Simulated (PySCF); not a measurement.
## Gas-phase XPS of `[SiH3]n1ccnn1`, computed

Species: C₂H₅N₃Si.
Bonds: Si1–N2, N2–C3 (aromatic), C3–C4 (aromatic), C4–N5 (aromatic), N5–N6 (aromatic), N2–N6 (aromatic). Hydrogens: H7, H8, H9 on Si1; H10 on C3; H11 on C4.

Level of theory: delta-SCF UKS SCAN, pcX-2 on the ionised atom, pcseg-1 elsewhere, spin-free X2C in PySCF 2.14.0. Each binding energy is the total energy of the core-ionised species, with the hole localised on one atom, minus that of the ground state; both are solved self-consistently, so orbital relaxation is included.

What binding energy does each computed site have?

```tsv
atom(s)	bonded to	level	binding energy (eV)	2p1/2 (eV)	above the level's lowest (eV)	count
Si1	N and 3 H	Si 2p3/2	107.96	108.58	0.00	1
C4	N (aromatic in the SMILES), C (aromatic in the SMILES) and H	C 1s	291.13	–	0.00	1
C3	N (aromatic in the SMILES), C (aromatic in the SMILES) and H	C 1s	291.66	–	+0.53	1
N5	N (aromatic in the SMILES) and C (aromatic in the SMILES)	N 1s	405.37	–	0.00	1
N6	2 N (aromatic in the SMILES)	N 1s	406.08	–	+0.71	1
N2	N (aromatic in the SMILES), C (aromatic in the SMILES) and Si	N 1s	406.65	–	+1.28	1
Si1	N and 3 H	Si 1s	1847.74	–	0.00	1
```

Lowest listed C 1s: C4, bonded to N (aromatic in the SMILES), C (aromatic in the SMILES) and H. Highest, 0.53 eV above it: C3, bonded to N (aromatic in the SMILES), C (aromatic in the SMILES) and H.

Lowest listed N 1s: N5, bonded to N (aromatic in the SMILES) and C (aromatic in the SMILES). Highest, 1.28 eV above it: N2, bonded to N (aromatic in the SMILES), C (aromatic in the SMILES) and Si. The widest gap between neighbouring values is 0.71 eV, between 405.37 and 406.08 eV. Summing the Pauling electronegativity differences to the bonded atoms, each weighted by its formal bond order, gives -0.74 for the lowest site and -1.88 for the highest; the largest sum, 0.00, belongs to N6, 0.57 eV below the top. The smallest sum, -1.88, belongs to N2, 1.28 eV above the lowest.

Which effective nuclear charge Zeff reproduces each element's mean 1s value in the hydrogen-like formula E = 13.606 eV × Zeff²?

C (Z = 6): mean 291.4 eV, Zeff = 4.63, Z − Zeff = 1.37; N (Z = 7): mean 406.0 eV, Zeff = 5.46, Z − Zeff = 1.54; Si (Z = 14): mean 1847.7 eV, Zeff = 11.65, Z − Zeff = 2.35. Means run over the listed sites, weighted by atom count.

The 2p values aren't plain energy differences: one relaxed spin-free 2p hole is combined with a matrix within the shell (ground-state 2p orbital-energy differences and spin–orbit coupling). 2p3/2, the mean of its two sublevels, lies a third of the splitting below the shell's mean and 2p1/2 two thirds above it; the statistical areas are 2:1. 2p1/2 minus 2p3/2 (ligand field included): Si 0.63 eV. Geometry: GFN2-xTB; no solvent, vibrations or thermal averaging.
